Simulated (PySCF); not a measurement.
ClH2ISi. Atoms are numbered in the order given.

```xyz
5

Si     0.8849     1.0816     0.0000
Cl    -0.5683     2.5469     0.0000
I     -0.1157    -1.1488     0.0000
H      1.7016     1.2228     1.2311
H      1.7016     1.2228    -1.2311
```

Coordinates come from a r2SCAN-D4/def2-SVP optimisation. The def2 effective core potentials stand for the cores of I; spin–orbit coupling is left out.

All values below come from HF/def2-TZVPD (PySCF).

Mulliken values depend strongly on the basis, most of all with diffuse functions as here. ESP charges are fitted to the potential on shells at 1.4 to 2.0 van der Waals radii. Atomic charges (e):

| atom | Mulliken | ESP fit |
|---|---|---|
| Si1 | 0.50 | 0.02 |
| Cl2 | -0.37 | -0.08 |
| I3 | -0.10 | -0.06 |
| H4 | -0.02 | 0.06 |
| H5 | -0.02 | 0.06 |
